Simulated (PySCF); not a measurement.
1-(chloromethyl)-1-fluorocyclopropane (C₄H₆ClF), SMILES FC1(CCl)CC1.

Geometry: PBE-D3(BJ)/def2-SVP. One conformer was computed; it need not be the lowest.

Vertical ionisation energy (IE) and electron affinity (EA) in eV. Rows of orbital energies are one-electron estimates. Where ΔSCF, EOM or ADC give a negative EA the extra electron is unbound and the value depends on the basis.

| level | IE | EA |
|---|---|---|
| −ε(HOMO), −ε(LUMO), ωB97X/def2-TZVP (PySCF) | … | … |
| −ε(HOMO), −ε(LUMO), PBE/def2-TZVP (PySCF) | 6.85 | 0.52 |

Task: Some entries are withheld; supply them. (Estimate from the structure and the level; the computed values follow.)

Result: 
- −ε(HOMO), −ε(LUMO), ωB97X/def2-TZVP (PySCF), IE: 10.67
- −ε(HOMO), −ε(LUMO), ωB97X/def2-TZVP (PySCF), EA: -2.81
